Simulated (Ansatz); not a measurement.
Sn₂O₂⁻. Charge -1, multiplicity 2. Geometry r2SCAN-D4/def2-SVPD.

```xyz
4

Sn   -1.1376    1.0386    0.1849
Sn    1.1375   -1.0386   -0.1850
O    -0.7057   -0.5960   -0.9940
O     0.7059    0.5961    0.9941
```

In the def2 sets Sn takes a core potential; there is no spin–orbit coupling. At PBE-D4/def2-TZVPD, r2SCAN-D4/def2-TZVPD, B97M-V/def2-TZVPD, PBE0-D4/def2-SVPD and others the highest occupied level of the charge -1 doublet lies above zero (up to 1.28 eV). By energy differences its removal costs 0.85 eV (vertical, to the charge 0 singlet, at PBE0-D4/def2-TZVPD). The structure comes from a short search, and lower isomers may exist.

(1) Estimate the α-spin orbital energies around the gap (eV) in Ansatz with PBE-D4/def2-TZVPD, r2SCAN-D4/def2-TZVPD, B97M-V/def2-TZVPD, PBE0-D4/def2-SVPD, PBE0-D4/def2-TZVPD.

## Answers

(1) 
```csv
orbital,PBE-D4/def2-TZVPD,r2SCAN-D4/def2-TZVPD,B97M-V/def2-TZVPD,PBE0-D4/def2-SVPD,PBE0-D4/def2-TZVPD
HOMO−13,-20.18,-20.91,-21.31,-23.07,-23.01
HOMO−12,-20.13,-20.86,-21.28,-23.01,-22.94
HOMO−11,-20.03,-20.75,-21.17,-22.92,-22.83
HOMO−10,-17.15,-18.31,-19.06,-19.67,-20.00
HOMO−9,-15.93,-17.06,-17.90,-18.33,-18.71
HOMO−8,-6.48,-6.81,-6.58,-8.02,-8.00
HOMO−7,-5.33,-5.65,-5.54,-6.74,-6.81
HOMO−6,-3.28,-3.54,-3.57,-4.67,-4.63
HOMO−5,-2.65,-2.93,-2.90,-4.03,-4.04
HOMO−4,-2.42,-2.70,-2.63,-3.63,-3.64
HOMO−3,-1.45,-1.66,-1.74,-2.69,-2.73
HOMO−2,-1.24,-1.50,-1.62,-2.65,-2.66
HOMO−1,-1.06,-1.27,-1.23,-2.02,-2.05
HOMO,1.26,1.06,1.28,0.76,0.70
LUMO,1.83,1.72,1.79,2.43,2.23
LUMO+1,2.36,2.60,2.39,3.27,3.01
LUMO+2,2.94,3.64,2.87,3.97,3.31
LUMO+3,3.36,3.81,3.30,4.18,3.83
LUMO+4,3.42,3.90,3.37,4.41,3.95
LUMO+5,3.52,3.94,3.47,4.42,4.07
β HOMO,-0.93,-1.14,-1.06,-1.84,-1.89
β LUMO,1.97,2.30,1.88,2.80,2.67
```
